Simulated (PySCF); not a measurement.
# Broadened absorption spectrum of C7H6FN

C₇H₆FN.
Cartesian coordinates in Å at the GFN2-xTB level; atoms count from 1:
```
atom  x, y, z in Å
C1    -2.0432    2.3024   -0.7835
C2    -1.5301    1.3748   -0.2299
C3    -0.8865    0.2471    0.4368
C4    -1.8008   -0.8908    0.4349
C5    -2.5380   -1.8323    0.4303
N6     0.3080   -0.1104   -0.2971
C7     1.4209   -0.0983    0.2737
C8     2.6607   -0.4742   -0.4694
F9     3.7673   -0.2807    0.3146
H10   -2.5032    3.1155   -1.2605
H11   -0.6673    0.5285    1.4879
H12   -3.1939   -2.6508    0.4322
H13    1.5777    0.1744    1.3282
H14    2.7825    0.1365   -1.3702
H15    2.6414   -1.5337   -0.7497
```

Computed with PySCF, TDDFT PBE0/def2-SVPD, vertical, gas phase, core orbitals frozen in the response.

Computed states:

```json
{"state": "S1", "E (eV)": "5.06", "f": "0.0001"}
{"state": "S2", "E (eV)": "5.95", "f": "0.0028"}
{"state": "S3", "E (eV)": "6.19", "f": "0.0013"}
{"state": "S4", "E (eV)": "6.39", "f": "0.090"}
{"state": "S5", "E (eV)": "6.42", "f": "0.0091"}
{"state": "S6", "E (eV)": "6.61", "f": "0.0002"}
{"state": "S7", "E (eV)": "6.68", "f": "0.0003"}
{"state": "S8", "E (eV)": "6.86", "f": "0.0020"}
```

Each state is given a Gaussian of 0.5 eV full width at half maximum, with ε(max) = 2.175×10⁸ f / Δν̃ (Δν̃ the width in cm⁻¹). The width is an assumption, not a result. The curve ends short of the highest state used, and states not computed would add to its high-energy end.

Q: What does the envelope look like, and where are its maxima?

A: 
(E (eV), ε (L mol⁻¹ cm⁻¹)): (4.31, 0), (4.37, 0), (4.42, 0), (4.48, 0), (4.53, 0), (4.59, 1), (4.64, 1), (4.70, 2), (4.75, 2), (4.81, 4), (4.87, 5), (4.92, 6), (4.98, 7), (5.03, 7), (5.09, 7), (5.14, 7), (5.20, 6), (5.25, 5), (5.31, 5), (5.37, 6), (5.42, 8), (5.48, 15), (5.53, 23), (5.59, 41), (5.64, 64), (5.70, 105), (5.76, 171), (5.81, 255), (5.87, 414), (5.92, 618), (5.98, 983), (6.03, 1412), (6.09, 2089), (6.14, 2770), (6.20, 3657), (6.26, 4498)

Maxima: 245 nm (5.06 eV), ε about 7, made up of S1 (100%) (ε in L mol⁻¹ cm⁻¹; maxima over ε = 5, shares over 10%). At its high-energy end, 6.26 eV, the curve is still rising (ε about 4500, from S4).

Q: On this curve, what absorbance would a 10⁻⁵ mol/L sample give at 266 nm over a 1 cm path?

A: 266 nm is 4.661 eV, where ε is about 1.2 L mol⁻¹ cm⁻¹, so A = ε c l ≈ 1.2e-05 (Beer–Lambert, with the gas-phase spectrum and the assumed width).

Q: What would ε be at 5.06 eV, the highest of these maxima, with half the width (0.25 eV)?

A: About 14 L mol⁻¹ cm⁻¹ against 7.03, a factor of about 1.99; a lone state at its own centre would give exactly 2.

Q: Coming from long wavelengths, where does ε first pass 100 L mol⁻¹ cm⁻¹?

A: At about 218 nm (5.69 eV), 0.64 eV above S1.

On an Arm Neoverse V2 with one thread, shared host with 96 logical CPUs at a one-minute load of 27, this took 53 s of wall time (grids of density and orbitals included) and 0.92 GiB of memory at its peak.

One conformer stands for the species.
